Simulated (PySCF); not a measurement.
Computed IR spectrum (relative IR intensity) of a molecule CH₅BOS. Geometry optimised at B3LYP-D3(BJ)/def2-SVP. Other conformers were not sampled. Method: B3LYP-D3(BJ)/def2-SVP (PySCF). Frequencies are harmonic and unscaled.

```csv
ν (cm⁻¹),relative intensity
232,5.2
448,2.9
531,47
689,8.0
748,25
868,20
957,29
961,4.5
1008,9.2
1162,58
1321,47
1375,100
1447,3.7
1452,11
2598,85
3056,11
3162,2.6
3165,2.3
3858,60
```

### Question
Identify the compound among the candidates.
(A) CSBO
(B) CB(O)S
(C) COBS

### Answer
A, CSBO
